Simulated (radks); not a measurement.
Q: These are the eigenvalues of the occupied orbitals of an atom or ion with whole-number occupations (hartree). All-electron calculation, Dirac Kohn-Sham, LDA (Slater exchange, Perdew-Wang correlation), spin-unpolarised, spherical densities, point nucleus. Program: a radial shooting solver on a logarithmic mesh with Libxc functionals.

| orbital | eigenvalue |
|---|---|
| 1s1/2 | -459.4574 |
| 2s1/2 | -59.78013 |
| 2p1/2 | -53.76889 |
| 2p3/2 | -52.23713 |
| 3s1/2 | -8.64225 |
| 3p1/2 | -6.58558 |
| 3p3/2 | -6.36916 |
| 3d3/2 | -2.80848 |
| 3d5/2 | -2.77543 |
| 4s1/2 | -1.38843 |
| 4p1/2 | -0.95385 |

Which element is it, and in what charge state? The configuration may be excited. Open shells, if any, fill j = l - 1/2 first.

A: Z = 34, selenium, charge +2: Se2+ in [Ar] 3d10 4s2 4p2. The list shows which subshells hold electrons but not how many an open one holds; the 1s level, -459.46 hartree, gives Z - s = 30.3 by -(Z - s)^2/2, which with screening and relativity narrows Z to a few neighbours, and the depths of the outer levels then fix element, charge and occupations together.
